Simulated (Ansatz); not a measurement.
`NBO[SiH2]F` → `NB(O)[SiH2]F`  (isomerisation)

Program: Ansatz. Geometries: PBE0-D4/def2-TZVP. ΔE: electronic, gas phase. CCSD(T)/CBS is the MP2 limit (def2-TZVPP, def2-QZVPP) plus CCSD(T) − MP2 in def2-TZVPP, frozen cores. DFT in def2-TZVPP. Each species was taken in one conformer, which may not be the lowest.

`NBO[SiH2]F`:

```xyz
10

N     1.224   -1.261    1.242
B     0.429   -0.823    0.187
O    -0.155    0.421    0.259
Si   -1.043    1.279   -0.797
F    -0.090    2.264   -1.611
H     1.673   -2.159    1.245
H     1.401   -0.700    2.058
H     0.253   -1.530   -0.768
H    -1.703    0.393   -1.782
H    -1.990    2.115   -0.033
```

`NB(O)[SiH2]F`:

Cartesian coordinates in Å:
```
N 0.673 1.219 -1.066
B 0.504 0.359 0.023
O 1.447 0.391 1.020
Si -1.056 -0.926 0.208
F -0.805 -1.692 1.612
H 1.459 1.847 -1.130
H 0.042 1.272 -1.843
H 1.266 -0.225 1.733
H -2.394 -0.277 0.295
H -1.136 -1.969 -0.852
```

Q: Is it downhill or uphill in electronic energy at CCSD(T)/CBS, and by how much? (An estimate is asked.)

A: The calculation gave: Uphill: ΔE = +141.0 kJ/mol.

Q: What do these levels give: PBE-D4, r2SCAN-D4, ωB97M-V, PBE, MP2/def2-TZVPP, CCSD(T)/def2-TZVPP? (Best estimate.)

A: The calculation gave: PBE-D4 114.8, r2SCAN-D4 134.7, ωB97M-V 140.0, PBE 115.7, MP2/def2-TZVPP 147.4, CCSD(T)/def2-TZVPP 140.9 kJ/mol.

Largest T1 diagnostic among the species: 0.013.

In def2-TZVPP, CCSD(T) changes the Hartree–Fock value by −24.8 kJ/mol (the triples alone add −3.3 kJ/mol) and MP2 by −18.4 kJ/mol. From PBE to PBE0 (25 % exact exchange), in def2-TZVPP and without D4, ΔE moves by +9.5 kJ/mol.
